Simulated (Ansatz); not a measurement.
Geometry optimisation of C9H17AgN2O, SMILES `Cn1ccn(C)[c+]1[Ag-][O]C(C)(C)C`.

```yaml
crystal:
  periodic: [false, false, false]
  atoms:
    - {symbol: C, position_ang: [-2.979930, -2.155500, -0.103660]}
    - {symbol: N, position_ang: [-3.134850, -0.781900, -0.490160]}
    - {symbol: C, position_ang: [-4.320080, -0.219120, -0.874410]}
    - {symbol: C, position_ang: [-4.061160, 1.079140, -1.158100]}
    - {symbol: N, position_ang: [-2.724870, 1.271050, -0.938970]}
    - {symbol: C, position_ang: [-2.048380, 2.522880, -1.123570]}
    - {symbol: C, position_ang: [-2.137970, 0.128050, -0.524780]}
    - {symbol: Ag, position_ang: [-0.137540, -0.293700, 0.020460]}
    - {symbol: O, position_ang: [1.636130, -1.008180, 0.626470]}
    - {symbol: C, position_ang: [2.879480, -0.433550, 0.750670]}
    - {symbol: C, position_ang: [2.814500, 0.862210, 1.586750]}
    - {symbol: C, position_ang: [3.467970, -0.090350, -0.634020]}
    - {symbol: C, position_ang: [3.820650, -1.430690, 1.456650]}
    - {symbol: H, position_ang: [-3.238020, -2.817300, -0.932440]}
    - {symbol: H, position_ang: [-3.622870, -2.386690, 0.747510]}
    - {symbol: H, position_ang: [-1.936230, -2.323180, 0.177680]}
    - {symbol: H, position_ang: [-5.235240, -0.773140, -0.913910]}
    - {symbol: H, position_ang: [-4.709670, 1.863040, -1.491220]}
    - {symbol: H, position_ang: [-2.490520, 3.292820, -0.489230]}
    - {symbol: H, position_ang: [-0.998810, 2.391480, -0.851370]}
    - {symbol: H, position_ang: [-2.111410, 2.842760, -2.165340]}
    - {symbol: H, position_ang: [2.421310, 0.636380, 2.575380]}
    - {symbol: H, position_ang: [2.138640, 1.570620, 1.100340]}
    - {symbol: H, position_ang: [3.796690, 1.318290, 1.689310]}
    - {symbol: H, position_ang: [2.804160, 0.610850, -1.143120]}
    - {symbol: H, position_ang: [3.534370, -0.994740, -1.233990]}
    - {symbol: H, position_ang: [4.456920, 0.352960, -0.545060]}
    - {symbol: H, position_ang: [3.879100, -2.346780, 0.874400]}
    - {symbol: H, position_ang: [3.419290, -1.674670, 2.437120]}
    - {symbol: H, position_ang: [4.818320, -1.013020, 1.570620]}
basis:
  gaussian: {orbitals: def2-TZVP}
hamiltonian: {xc: pbe0, dispersion: d4}
relax: {f_tol: 0.005, max_steps: 150}
```

```sh
$ ansatz run in.yaml --threads 11 --pin off --events-out ev --progress --plain --backend cuda
```

Shortened log:

```
Functional definition: PBE0
mean field -18625.38504403 eV, -684.4702756288 hartree, gradient 3.6e-5 eV, S^2 0.000000; 0 other end points of the search recorded, 0 dependent functions left out
relax step   1: F+E_penalty+E_count = -18626.13070554 eV  Δ(F+E_penalty+E_count) = +0.000e0 eV  max|allowed force component| = 9.250e-1 eV/Å  Δτ_max = 0.0000 Å  (36 SCF iters, accepted)
mean field -18625.43963146 eV, -684.4722816797 hartree, gradient 1.1e-5 eV, S^2 0.000000; 0 other end points of the search recorded, 0 dependent functions left out
relax step   2: F+E_penalty+E_count = -18626.19103741 eV  Δ(F+E_penalty+E_count) = -6.033e-2 eV  max|allowed force component| = 3.154e-1 eV/Å  Δτ_max = 0.0814 Å  (35 SCF iters, accepted)
mean field -18625.45105652 eV, -684.4727015431 hartree, gradient 1.0e-5 eV, S^2 0.000000; 0 other end points of the search recorded, 0 dependent functions left out
relax step   3: F+E_penalty+E_count = -18626.20671663 eV  Δ(F+E_penalty+E_count) = -1.568e-2 eV  max|allowed force component| = 1.100e-1 eV/Å  Δτ_max = 0.0861 Å  (34 SCF iters, accepted)
mean field -18625.45634793 eV, -684.4728959987 hartree, gradient 9.9e-6 eV, S^2 0.000000; 0 other end points of the search recorded, 0 dependent functions left out
relax step   4: F+E_penalty+E_count = -18626.21358693 eV  Δ(F+E_penalty+E_count) = -6.870e-3 eV  max|allowed force component| = 1.543e-1 eV/Å  Δτ_max = 0.0703 Å  (33 SCF iters, accepted)
mean field -18625.45976182 eV, -684.4730214568 hartree, gradient 1.6e-5 eV, S^2 0.000000; 0 other end points of the search recorded, 0 dependent functions left out
relax step   5: F+E_penalty+E_count = -18626.22036259 eV  Δ(F+E_penalty+E_count) = -6.776e-3 eV  max|allowed force component| = 3.408e-1 eV/Å  Δτ_max = 0.1981 Å  (32 SCF iters, accepted)
mean field -18625.46534952 eV, -684.4732268011 hartree, gradient 9.8e-6 eV, S^2 0.000000; 0 other end points of the search recorded, 0 dependent functions left out
relax step   6: F+E_penalty+E_count = -18626.22648926 eV  Δ(F+E_penalty+E_count) = -6.127e-3 eV  max|allowed force component| = 1.550e-1 eV/Å  Δτ_max = 0.0203 Å  (35 SCF iters, accepted)
mean field -18625.46724807 eV, -684.4732965713 hartree, gradient 1.0e-5 eV, S^2 0.000000; 0 other end points of the search recorded, 0 dependent functions left out
relax step   7: F+E_penalty+E_count = -18626.22960801 eV  Δ(F+E_penalty+E_count) = -3.119e-3 eV  max|allowed force component| = 5.278e-2 eV/Å  Δτ_max = 0.0478 Å  (34 SCF iters, accepted)
mean field -18625.46693319 eV, -684.4732849998 hartree, gradient 1.1e-5 eV, S^2 0.000000; 0 other end points of the search recorded, 0 dependent functions left out
relax step   8: F+E_penalty+E_count = -18626.23068459 eV  Δ(F+E_penalty+E_count) = -1.077e-3 eV  max|allowed force component| = 4.572e-2 eV/Å  Δτ_max = 0.0723 Å  (33 SCF iters, accepted)
mean field -18625.46647988 eV, -684.4732683408 hartree, gradient 1.0e-5 eV, S^2 0.000000; 0 other end points of the search recorded, 0 dependent functions left out
relax step   9: F+E_penalty+E_count = -18626.23089406 eV  Δ(F+E_penalty+E_count) = -2.095e-4 eV  max|allowed force component| = 3.133e-2 eV/Å  Δτ_max = 0.0303 Å  (35 SCF iters, accepted)
mean field -18625.46656519 eV, -684.4732714762 hartree, gradient 1.0e-5 eV, S^2 0.000000; 0 other end points of the search recorded, 0 dependent functions left out
relax step  10: F+E_penalty+E_count = -18626.23099137 eV  Δ(F+E_penalty+E_count) = -9.731e-5 eV  max|allowed force component| = 8.449e-3 eV/Å  Δτ_max = 0.0053 Å  (35 SCF iters, accepted)
mean field -18625.46662941 eV, -684.4732738362 hartree, gradient 1.0e-5 eV, S^2 0.000000; 0 other end points of the search recorded, 0 dependent functions left out
relax step  11: F+E_penalty+E_count = -18626.23103401 eV  Δ(F+E_penalty+E_count) = -4.264e-5 eV  max|allowed force component| = 4.110e-3 eV/Å  Δτ_max = 0.0075 Å  (36 SCF iters, accepted)
mean field -18625.46667636 eV, -684.4732755616 hartree, gradient 1.0e-5 eV, S^2 0.000000; 0 other end points of the search recorded, 0 dependent functions left out
relax step  12: F+E_penalty+E_count = -18626.23108651 eV  Δ(F+E_penalty+E_count) = -5.250e-5 eV  max|allowed force component| = 1.941e-2 eV/Å  Δτ_max = 0.0179 Å  (35 SCF iters, accepted)
mean field -18625.46674824 eV, -684.4732782032 hartree, gradient 1.0e-5 eV, S^2 0.000000; 0 other end points of the search recorded, 0 dependent functions left out
relax step  13: F+E_penalty+E_count = -18626.23111772 eV  Δ(F+E_penalty+E_count) = -3.121e-5 eV  max|allowed force component| = 1.980e-2 eV/Å  Δτ_max = 0.0163 Å  (34 SCF iters, accepted)
mean field -18625.46682156 eV, -684.4732808974 hartree, gradient 1.0e-5 eV, S^2 0.000000; 0 other end points of the search recorded, 0 dependent functions left out
relax step  14: F+E_penalty+E_count = -18626.23113097 eV  Δ(F+E_penalty+E_count) = -1.326e-5 eV  max|allowed force component| = 1.159e-2 eV/Å  Δτ_max = 0.0076 Å  (35 SCF iters, accepted)
mean field -18625.46688395 eV, -684.4732831903 hartree, gradient 1.0e-5 eV, S^2 0.000000; 0 other end points of the search recorded, 0 dependent functions left out
relax step  15: F+E_penalty+E_count = -18626.23113736 eV  Δ(F+E_penalty+E_count) = -6.384e-6 eV  max|allowed force component| = 2.863e-3 eV/Å  Δτ_max = 0.0036 Å  (36 SCF iters, accepted)
mean field -18625.46688395 eV, -684.4732831902 hartree, gradient 1.0e-5 eV, S^2 0.000000; 1 other end points of the search recorded, 0 dependent functions left out
Total energy: -18626.23119454 eV, -684.5013710866 hartree
Atom 0 at    -3.165339    -2.221657    -0.112960 Å, force     0.000165     0.000661    -0.000159 eV/Å
Atom 1 at    -3.133147    -0.828049    -0.491016 Å, force    -0.000253    -0.000453    -0.001088 eV/Å
Atom 2 at    -4.218302    -0.128080    -0.961966 Å, force     0.000929    -0.000019     0.000472 eV/Å
Atom 3 at    -3.788911     1.128680    -1.201723 Å, force     0.000700    -0.000240     0.000671 eV/Å
Atom 4 at    -2.455547     1.155829    -0.869300 Å, force     0.000321    -0.000288    -0.000562 eV/Å
Atom 5 at    -1.612793     2.323676    -0.979149 Å, force    -0.000308    -0.000370    -0.000138 eV/Å
Atom 6 at    -2.033357    -0.047860    -0.427558 Å, force    -0.001967     0.000806     0.000908 eV/Å
Atom 7 at    -0.157855    -0.563860     0.190654 Å, force     0.000421    -0.000272    -0.000195 eV/Å
Atom 8 at     1.629990    -1.182792     0.828559 Å, force     0.002580     0.002495    -0.000375 eV/Å
Atom 9 at     2.768133    -0.393129     0.765763 Å, force    -0.001751    -0.002863     0.000812 eV/Å
Atom 10 at     2.593158     0.890332     1.583273 Å, force     0.000256     0.000848     0.000366 eV/Å
Atom 11 at     3.100856    -0.023020    -0.682784 Å, force     0.000537     0.000440    -0.001034 eV/Å
Atom 12 at     3.922649    -1.207730     1.353185 Å, force     0.000366     0.000169     0.000121 eV/Å
Atom 13 at    -3.451877    -2.839649    -0.965380 Å, force    -0.000277     0.000086     0.000181 eV/Å
Atom 14 at    -3.872816    -2.377643     0.702993 Å, force     0.000249     0.000133     0.000119 eV/Å
Atom 15 at    -2.168353    -2.507037     0.217473 Å, force    -0.000261     0.000062    -0.000282 eV/Å
Atom 16 at    -5.190182    -0.574991    -1.085283 Å, force     0.000292     0.000327    -0.000051 eV/Å
Atom 17 at    -4.313100     1.991967    -1.575138 Å, force     0.000093    -0.000470     0.000074 eV/Å
Atom 18 at    -1.996674     3.129320    -0.351306 Å, force    -0.000040    -0.000276    -0.000162 eV/Å
Atom 19 at    -0.613463     2.052193    -0.643530 Å, force    -0.000379     0.000193    -0.000087 eV/Å
Atom 20 at    -1.564911     2.661569    -2.015585 Å, force     0.000063    -0.000104     0.000171 eV/Å
Atom 21 at     2.327622     0.636772     2.612443 Å, force     0.000186     0.000164    -0.001053 eV/Å
Atom 22 at     1.777539     1.489392     1.161925 Å, force     0.000867    -0.000588     0.000590 eV/Å
Atom 23 at     3.498536     1.505986     1.595072 Å, force    -0.001000    -0.000602    -0.000253 eV/Å
Atom 24 at     2.285742     0.572440    -1.109753 Å, force     0.000829    -0.000775     0.000579 eV/Å
Atom 25 at     3.201547    -0.932605    -1.279863 Å, force    -0.000003     0.000798     0.000660 eV/Å
Atom 26 at     4.026898     0.555460    -0.764762 Å, force    -0.001169    -0.000248     0.000374 eV/Å
Atom 27 at     4.048102    -2.128957     0.779569 Å, force    -0.000337     0.000442     0.000351 eV/Å
Atom 28 at     3.688805    -1.481543     2.384602 Å, force    -0.000048     0.000111    -0.000857 eV/Å
Atom 29 at     4.867030    -0.654991     1.341554 Å, force    -0.001061    -0.000166    -0.000154 eV/Å
Dipole moment:    -1.931392     0.535281    -0.639497 e Å
```

Run time 57 s (11 threads of an AMD EPYC 7R13 on a shared host and a whole NVIDIA H100 80 GB); peak host memory 1.4 GiB.
